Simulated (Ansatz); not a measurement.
Reaction (SMILES): [H]/[C]=C\Cl → 2 C atom + Cl atom + 2 H atom
B3LYP-D3(BJ)/def2-TZVP geometries, fixed; electronic energies without zero-point terms.
Largest species:
```
C
C 1 1.2939
H 2 1.0745 1 142.68
H 1 1.0811 2 125.44 3 -180.00
Cl 1 1.7730 4 112.00 2 -180.00
```
Charge 0, spin multiplicity 2.

Basis-set convergence of the atomisation energy at HF with Ansatz (a first-principles code). Cartesian d functions, on some or all atoms, in 6-311G**; all else is spherical. An unrestricted Hartree-Fock determinant is markedly spin-contaminated. Open shells are unrestricted. No added dispersion term, no relativity. Functions are those of the species that has most. Reference: the value in aug-pcseg-3, 307.72 kcal/mol, itself unsure by roughly 0.57 kcal/mol (its mean distance from aug-cc-pV(Q+d)Z, def2-QZVPPD, pcseg-3). Deviations are taken from unrounded values.

| basis | functions | atomisation energy (kcal/mol) | minus reference (kcal/mol) |
|---|---|---|---|
| pcseg-0 | 35 | 272.71 | -35.01 |
| def2-SV(P) | 50 | 305.58 | -2.15 |
| 6-311G** | 75 | 302.61 | -5.11 |
| aug-pcseg-1 | 91 | 302.87 | -4.86 |
| aug-cc-pV(D+d)Z | 96 | 299.69 | -8.03 |
| cc-pV(T+d)Z | 127 | 306.07 | -1.66 |
| def2-TZVPD | 138 | 306.13 | -1.60 |
| aug-cc-pV(T+d)Z | 193 | 306.14 | -1.59 |
| def2-QZVPPD | 271 | 306.86 | -0.87 |
